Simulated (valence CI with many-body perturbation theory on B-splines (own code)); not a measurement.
Energy levels of S2+

Level of theory: relativistic CI+MBPT: four valence electrons over a frozen Dirac-Fock core [Ne], a basis of 11 s, 11 p, 9 d, 7 f, 5 g, 2 h, 1 i functions for each j, with the one-electron correlation potential Σ1 (screened to all orders), the two-electron term Σ2, the three-electron term Σ3, Breit, model QED; selected single and double excitations, second order for the rest, scaled by the run's own slope (own B-spline code, finite nucleus).

Against 54 measured levels this calculation errs by 54 cm⁻¹ on average and by 185 at most. These come from a selection out of NIST levels in Podobedova, Kelleher and Wiese, J. Phys. Chem. Ref. Data 38, 171 (2009). Levels without a partner in it may be off by more. Among the levels kept, up to 400 cm⁻¹ of a level comes from second order outside the variational space, and about a tenth of that is noise between levels of different J, which matters for small intervals. 1 measured level below the end of the list, from 164141 cm⁻¹ on, found no clear computed partner, and computed levels of the same name lie up to 1724 cm⁻¹ from them.

Levels 46 to 77 of 77, with energies above the lowest level, 3s2 3p2 3P_0. "Leading %" is the weight of the configuration and term that name the level; weights of strongly mixed levels are sums over their largest components and can fall short. In the jj column 3d3/2^4 stands for four electrons in 3d with j = 3/2. Lifetimes count E1, E2, E3, M1 and M2 decay at the calculated energies, and are blank where another channel may lead or the interval is too uncertain; long ones can be off by a factor of two.

| No. | Configuration | Term | J | E (eV) | Leading % | g | Lifetime | Leading jj |
| --- | --- | --- | --- | --- | --- | --- | --- | --- |
| 46 | 3s 3p2 3d | 5F | 2 | 22.862 | 96 | 1.000 |  | 3s 3p1/2 3p3/2 3d3/2 (49 %) |
| 47 | 3s 3p2 3d | 5F | 3 | 22.880 | 96 | 1.251 |  | 3s 3p1/2 3p3/2 3d3/2 (40 %) |
| 48 | 3s 3p2 3d | 5F | 4 | 22.906 | 96 | 1.351 |  | 3s 3p1/2 3p3/2 3d5/2 (51 %) |
| 49 | 3s 3p2 3d | 5F | 5 | 22.938 | 96 | 1.401 |  | 3s 3p3/2^2 3d5/2 (63 %) |
| 50 | 3p4 | 1D | 2 | 23.474 | 51 | 1.001 | 2.92 ns | 3p1/2 3p3/2^3 (36 %) |
| 51 | 3s 3p2 3d | 5D | 0 | 23.609 | 97 |  |  | 3s 3p1/2 3p3/2 3d3/2 (77 %) |
| 52 | 3s 3p2 3d | 5D | 1 | 23.612 | 97 | 1.500 | 558 ns | 3s 3p1/2 3p3/2 3d3/2 (53 %) |
| 53 | 3s 3p2 3d | 5D | 2 | 23.618 | 97 | 1.500 | 332 ns | 3s 3p3/2^2 3d3/2 (30 %) |
| 54 | 3s 3p2 3d | 5D | 3 | 23.627 | 96 | 1.500 | 310 ns | 3s 3p3/2^2 3d3/2 (24 %) |
| 55 | 3s 3p2 3d | 5D | 4 | 23.641 | 96 | 1.500 |  | 3s 3p1/2 3p3/2 3d5/2 (52 %) |
| 56 | 3s 3p2 3d | 3F | 2 | 24.506 | 86 | 0.666 | 17.0 ns | 3s 3p1/2 3p3/2 3d3/2 (36 %) |
| 57 | 3s 3p2 3d | 3F | 3 | 24.529 | 86 | 1.084 | 17.7 ns | 3s 3p1/2 3p3/2 3d3/2 (33 %) |
| 58 | 3s 3p2 3d | 3F | 4 | 24.563 | 86 | 1.251 | 19.7 ns | 3s 3p3/2^2 3d5/2 (45 %) |
| 59 | 3s2 3p 4d | 3F° | 2 | 25.362 | 57 | 0.794 | 1.41 ns | 3s^2 3p1/2 4d3/2 (86 %) |
| 60 | 3s2 3p 4d | 3F° | 3 | 25.423 | 89 | 1.090 | 1.76 ns | 3s^2 3p1/2 4d5/2 (55 %) |
| 61 | 3s2 3p 4d | 1D° | 2 | 25.432 | 55 | 0.892 | 1.20 ns | 3s^2 3p3/2 4d5/2 (35 %) |
| 62 | 3s2 3p 4d | 3F° | 4 | 25.484 | 92 | 1.250 | 1.85 ns | 3s^2 3p3/2 4d5/2 (92 %) |
| 63 | 3s 3p2 3d | 5P | 3 | 25.600 | 94 | 1.668 | 76.9 ps | 3s 3p1/2 3p3/2 3d5/2 (48 %) |
| 64 | 3s2 3p 4d | 3D° | 1 | 25.605 | 88 | 0.535 | 749 ps | 3s^2 3p1/2 4d3/2 (60 %) |
| 65 | 3s2 3p 4d | 3D° | 2 | 25.622 | 81 | 1.177 | 777 ps | 3s^2 3p3/2 4d3/2 (50 %) |
| 66 | 3s 3p2 3d | 5P | 2 | 25.626 | 93 | 1.835 | 76.4 ps | 3s 3p1/2 3p3/2 3d3/2 (26 %) |
| 67 | 3s 3p2 3d | 5P | 1 | 25.643 | 93 | 2.503 | 76.0 ps | 3s 3p3/2^2 3d3/2 (46 %) |
| 68 | 3s2 3p 4d | 3D° | 3 | 25.652 | 89 | 1.326 | 766 ps | 3s^2 3p3/2 4d5/2 (64 %) |
| 69 | 3s2 3p 4d | 3P° | 2 | 25.772 | 83 | 1.470 | 961 ps | 3s^2 3p3/2 4d5/2 (52 %) |
| 70 | 3s2 3p 4d | 3P° | 1 | 25.797 | 87 | 1.466 | 906 ps | 3s^2 3p3/2 4d3/2 (64 %) |
| 71 | 3s2 3p 4d | 3P° | 0 | 25.809 | 89 |  | 875 ps | 3s^2 3p3/2 4d3/2 (89 %) |
| 72 | 3s2 3p 5s | 3P° | 0 | 25.991 | 89 |  | 838 ps | 3s^2 3p1/2 5s (89 %) |
| 73 | 3s2 3p 5s | 3P° | 1 | 26.009 | 80 | 1.444 | 747 ps | 3s^2 3p1/2 5s (84 %) |
| 74 | 3s2 3p 5s | 3P° | 2 | 26.104 | 92 | 1.501 | 765 ps | 3s^2 3p3/2 5s (92 %) |
| 75 | 3s2 3p 5s | 1P° | 1 | 26.178 | 81 | 1.056 | 458 ps | 3s^2 3p3/2 5s (85 %) |
| 76 | 3s2 3p 4d | 1F° | 3 | 26.183 | 90 | 1.001 | 502 ps | 3s^2 3p3/2 4d3/2 (39 %) |
| 77 | 3s2 3p 4d | 1P° | 1 | 26.343 | 87 | 1.000 | 625 ps | 3s^2 3p3/2 4d5/2 (58 %) |

Names give the largest LS component (configuration and term), which can be under half, so a name can repeat, a term be missing and a line seem to break the LS rules; names also repeat where a configuration has a term twice.

Where two levels of one J and parity lie close, their mixing, g and order are uncertain.
